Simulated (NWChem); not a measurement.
# CH4N2S anion, doublet; SMILES of the neutral closed-shell parent NC(N)=S

```xyz
8

N      1.1795    -1.0814    -0.0949
C     -0.0073    -0.3434     0.2281
N     -1.1598    -1.1606    -0.0022
S     -0.0127     1.3884    -0.0212
H      1.2892    -1.8964     0.5097
H      1.9918    -0.4799    -0.0107
H     -1.1825    -1.4930    -0.9829
H     -1.9900    -0.5913     0.1349
```
Atoms are numbered in this order, from 1.

Results from NWChem. Pople sets run with spherical d functions. Spin-unrestricted. Sets without diffuse functions describe the anion's extra electron poorly. The geometry was optimised at B3LYP/def2-SVPD, spin-unrestricted. Not confirmed as a minimum by frequencies. The spin multiplicity was typed, not searched, and may not be the lowest. No stability test was run on the SCF state. The highest occupied level is positive in some or all of these runs, so the extra electron may be held by the finite basis. Total energies compare along this basis series because the functional is fixed.

```
level            basis functions  energy (Ha)  highest occupied level (eV)  lowest empty minus highest occupied level, either spin (eV)   <S²>
---------------  ---------------  -----------  ---------------------------  -----------------------------------------------------------  -----
PBE0/STO-3G                   28    -541.3454                         7.83                                                         3.89  0.752
PBE0/3-21G                    48    -545.0528                         2.79                                                         3.69  0.753
PBE0/6-31G*                   68    -547.8407                         2.41                                                         3.69  0.754
PBE0/6-31+G*                  84    -547.8714                         1.51                                                         2.36  0.756
PBE0/6-311G**                104    -547.9310                         1.90                                                         3.43  0.755
PBE0/6-311++G**              124    -547.9491                         1.33                                                         1.76  0.757
```
